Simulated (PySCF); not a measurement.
C2H9FSi3, SMILES F[C@H]1C[SiH2][Si@@H]1[SiH3]. Geometry: PBE-D3(BJ)/def2-SVP. The structure was generated by enumeration; whether it is a known compound was not checked.

Computed equilibrium geometry at PBE-D3(BJ)/def2-SVP (PySCF confirms it by a frequency run) as Cartesian coordinates in Å:
```xyz
15

F     -0.8974    -0.9152    -2.2062
C     -0.8239    -0.0642    -1.1099
C     -2.1117    -0.0247    -0.2643
Si    -1.3290     0.5689     1.3966
Si     0.4705    -0.4786     0.3030
Si     2.6474     0.3736     0.1174
H     -0.5992     0.9624    -1.4871
H     -2.9538     0.5383    -0.7172
H     -2.4506    -1.0697    -0.0881
H     -1.2237     2.0663     1.5002
H     -1.9559     0.0163     2.6451
H      0.4541    -1.9624     0.5721
H      2.5684     1.8358    -0.2342
H      3.3796     0.2301     1.4253
H      3.4277    -0.3397    -0.9549
```
Charge 0, spin multiplicity 1.
